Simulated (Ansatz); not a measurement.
Stepwise reaction of `[Br][GaH][Br]` with ammonia, as a gas-phase model of exchange steps in deposition or etching. ΔE in kJ/mol; ΔG adds harmonic PBE0-D4 terms to CCSD(T)/CBS, at 1 bar.

Computed with Ansatz on PBE0-D4/def2-TZVP structures; ΔE is electronic, products minus reactants. CBS: MP2 limit from def2 TZ/QZ plus the TZ coupled-cluster correction, frozen cores. This one scheme is used for every species. DFT in def2-TZVPP. B3LYP here is the variant with VWN-RPA as its local correlation; programs differ in this. For Br, Ga outer-core shells are correlated without core-valence functions, which leaves a few kJ/mol of doubt a bond. Scalar relativity is left out up to krypton. Each species was taken in one conformer, which may not be the lowest.

```tsv
step	reaction	PBE-D4	B3LYP-D4	ωB97M-V	CCSD(T)/CBS	ΔG(500 K)
1	`[Br][GaH][Br]` + NH₃ → `[NH2][GaH][Br]` + HBr	82.9	83.4	82.1	78.8	66.7
2	`[NH2][GaH][Br]` + NH₃ → `[NH2][GaH][NH2]` + HBr	103.0	103.0	103.2	98.7	82.6
```

By hand: ΔE of the 2 steps together at CCSD(T)/CBS.

(78.8) + (98.7) = 177.5 kJ/mol, or 88.8 kJ/mol a step.

In ΔE each step is higher than the one before. All are uphill at CCSD(T)/CBS. ΔG lies between 66.7 and 82.6 kJ/mol a step. PBE-D4 differs from CCSD(T)/CBS by 4.1 to 4.3 kJ/mol a step. Isolated molecules leave out the surface, adducts and barriers. Largest T1 diagnostic: 0.013.
